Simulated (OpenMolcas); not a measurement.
# Ti2+: moving the ligands

Ti2+ with 3 ligands (ammonia) in trigonal planar coordination (C3h) at 2.08 Å. Ligand basis ANO-RCC-VDZP.

```json
{
 "Program": "OpenMolcas 26.06",
 "Method": "SS-CASPT2, IPEA 0.25 Eh, imaginary shift 0.1 Eh (closed shells correlated: 3s 3p and the ligand valence shells)",
 "Basis": "ANO-RCC-VTZP [6s5p3d2f1g]",
 "Scalar Hamiltonian": "DKH2, point nucleus",
 "Active space": "2 electrons in 5 orbitals (3d)",
 "State averaging": "2S+1 = 3 even, 10 roots; 2S+1 = 1 even, 15 roots",
 "Spin-orbit coupling": "state interaction with AMFI integrals over the reference wave functions"
}
```

Runs around this geometry, states. Energies in cm-1 above the lowest state or level, χT in cm3 K/mol.

```csv
R (Å),Ground state,First state of that spin,First gap with spin-orbit (degeneracies),χT at 300 K,First state of another spin
1.96,2S+1 = 3,580,"41 (1, 1)",1.100,2S+1 = 1: 6350
2.08,2S+1 = 3,270,"50 (1, 2)",1.194,2S+1 = 1: 6760
2.22,2S+1 = 3,650,"28 (1, 2)",1.166,2S+1 = 1: 7050
```

Roots that are degenerate in the reference are averaged as groups; the widest CASPT2 spread within a group is 50 cm-1 (the 2-fold group of multiplicity 1 near 7050 cm-1 above the lowest state of its run, R = 2.22). Shifts and gaps below about the spread of the groups concerned are not significant. Ligand-to-metal charge-transfer states are missing. With no ligand orbital active B as a rule stays too high, so bands that hang on it stand too high and its fall with covalency is understated. An orbital doublet at a regular site is open to a Jahn-Teller distortion, which this geometry leaves out (holds for R = 1.96). The least metal-like active orbital is 81 % on the metal (Löwdin) and no ligand orbital is active, so the numbers are rough (holds for R = 1.96). No measured value stands beside these numbers; the geometry was imposed, not optimised, and the real ion may take another.

A state without a sure symmetry label is named by its multiplicity alone.
